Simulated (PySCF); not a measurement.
# Static response to an electric field

C2H11NOSi2.
Structure used (GFN2-xTB), in Å, numbered top down from 1:
```
atom  x, y, z in Å
C1    -2.327    0.177   -1.162
C2    -1.823   -0.318    0.186
O3    -0.444   -0.120    0.266
Si4    0.567   -0.600    1.429
N5     2.066   -0.013    0.822
Si6    2.410    0.691   -0.724
H7    -2.103    1.234   -1.274
H8    -1.833   -0.368   -1.962
H9    -3.401    0.029   -1.238
H10   -2.320    0.227    0.999
H11   -2.054   -1.383    0.311
H12    0.559   -2.063    1.565
H13    0.249    0.017    2.723
H14    2.844   -0.150    1.442
H15    1.602    1.893   -0.931
H16    3.836    1.030   -0.659
H17    2.166   -0.272   -1.802
```

Level: CAM-B3LYP/def2-SVPD (PySCF), static field, nuclei fixed, core orbitals frozen in the response. The polarisability tensor in these axes (au):

```
x   95.17  3.04 -0.25
y    3.04 79.03 -4.79
z   -0.25 -4.79 86.96
```

Task: Give the principal values, the mean and the anisotropy Δα = √{½[(α1 − α2)² + (α2 − α3)² + (α1 − α3)²]}.

Result: Principal values 76.40, 88.88 and 95.88 au; mean 87.05 au = 12.90 Å³ = 14.35 × 10⁻⁴⁰ C²·m²/J; Δα = 17.09 au (20 % of the mean).

Task: What is the dipole moment, and where does it point?

Result: (-0.80, -0.49, 0.70) D, 1.17 D in size, pointing from the negative to the positive side. Measured along this direction, the outermost atoms are H16 at the negative end and H11 and H10 at the positive end.

Task: Find the Langevin capture rate constant for O2+ (31.990 u) meeting this molecule (121.038 u), k = 2.342 × 10⁻⁹ cm³/s × √(α in Å³ / reduced mass in u).

Result: The reduced mass is 25.30 u, so k = 1.67 × 10⁻⁹ cm³/s. The formula leaves out the permanent dipole, which adds to the capture rate.

Task: What depolarisation ratio follows for Rayleigh scattering of linearly polarised light, taking the static tensor?

Result: ρ = 3Δα²/(45ᾱ² + 4Δα²) = 876.2/(341025 + 1168.3) = 0.00256.

Task: Form Σ f/ω² (atomic units) for the 8 lowest TDDFT singlets, given as eV and f, and set it beside the mean polarisability, which is this sum over all singlets: 6.30, 0.0055; 6.74, 0.0078; 7.43, 0.0010; 7.48, 0.0011; 7.58, 0.0284; 7.86, 0.0173; 7.96, 0.0019; 8.08, 0.0467.

Result: They add up to 1.38 au, 1.6 % of the 87.05 au; the largest single term is 0.53 au, from the state at 8.08 eV. Terms in order: 0.10, 0.13, 0.01, 0.01, 0.37, 0.21, 0.02, 0.53 au. Higher excitations give the rest. The strengths listed sum to 0.110.

Task: Refractivity n − 1 of an ideal gas of it at 350 K and 1 atm, from the electronic α?

Result: N = p/kT = 2.0968 × 10¹⁹ cm⁻³, so n − 1 = 2π × N × 12.90 × 10⁻²⁴ cm³ = 1700 × 10⁻⁶ at long wavelengths, for an ideal gas.

Task: Molar refractivity from α?

Result: Lorentz–Lorenz: R = (4π/3)N_A α = 2.5225 cm³/(mol·Å³) × 12.90 Å³ = 32.5 cm³/mol, in the limit of long wavelengths.

One conformer (not necessarily the lowest) at the GFN2-xTB geometry, without solvent, vibrations or thermal averaging.
